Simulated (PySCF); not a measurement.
## [TeCl3]+: one-bond stretch

All numbers come from PBE/[Te def2-SVP with ECP28, Cl def2-SVP], scalar-relativistic core potentials, density fitting, no spin–orbit coupling, PySCF.

Rigid scan from the singlet minimum (Te–Cl 2.328 Å (×3); Cl–Te–Cl 100.8° (×3)). Coordinate: the bond from Te to the last atom (Cl) scaled, the rest fixed. Energies in kJ/mol from the minimum.

Question: Predict the curve at 0.92, 0.96, 1.00, 1.05, 1.12, 1.20, 1.35, 1.55, 1.80, 2.20.

Answer: 
```csv
scale of one bond,E (kJ/mol),"dipole size (D, about the centre of mass)"
0.92,33.8,1.56
0.96,7.3,1.48
1.00,0.0,1.51
1.05,8.4,1.67
1.12,38.1,1.97
1.20,82.3,2.29
1.35,163.1,2.68
1.55,241.5,–
1.80,295.2,–
2.20,892.5,–
```

At long bonds a restricted determinant can lie too high, and another spin state can fall below this curve.
